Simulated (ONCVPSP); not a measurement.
**Plane-wave convergence, ONCV potential for C**

ONCVPSP 4.0.1 input, shortened (lines: element, Z, core and valence counts, functional; n l f; lmax; l rc ep ncon nbas qcut; lloc lpopt rc5 dvloc0; l nproj debl; icmod fcfact rcfact), PBE, scalar-relativistic:

```
  C 6.00    1    1        4      upf
    1    0    2.00
    2    0    2.00
    2
    0    1.25    0.00    4    8    6.10
    1    1.10    0.28    4    8    7.50
    2    1.35    0.34    3    7    6.80
    4    5    1.05    1.00
    0    1    2.30
    1    2    2.70
    2    2    1.90
    2    0.45    0.80
```

In the p channel the program set the typed energies aside and used 0.050, 2.750 Ha.

**Question.** For each optimised wave give the share of its norm inside rc, the residual kinetic energy above qcut (Ha) and the cutoffs (Ha) for errors of 10, 1, 0.1 and 0.01 mHa per electron.

**Answer.**

```json
{"wave": "2s", "norm inside rc": "0.472", "residual KE": "6.5e-04", "10 mHa": "11.6", "1 mHa": "17.4", "0.1 mHa": "68.2", "0.01 mHa": "111.7"}
{"wave": "p projector 1", "norm inside rc": "0.105", "residual KE": "9.7e-04", "10 mHa": "18.7", "1 mHa": "28.1", "0.1 mHa": "135.8", "0.01 mHa": "172.3"}
{"wave": "p projector 2", "norm inside rc": "0.044", "residual KE": "2.5e-03", "10 mHa": "22.3", "1 mHa": "31.8", "0.1 mHa": "63.8", "0.01 mHa": "148.4"}
{"wave": "d projector 1", "norm inside rc": "0.056", "residual KE": "1.5e-05", "10 mHa": "6.8", "1 mHa": "12.4", "0.1 mHa": "18.3", "0.01 mHa": "24.6"}
{"wave": "d projector 2", "norm inside rc": "0.088", "residual KE": "1.2e-04", "10 mHa": "11.3", "1 mHa": "17.9", "0.1 mHa": "23.7", "0.01 mHa": "42.4"}
```

The occupied waves need 17 Ha and 68 Ha for 1 and 0.1 mHa.
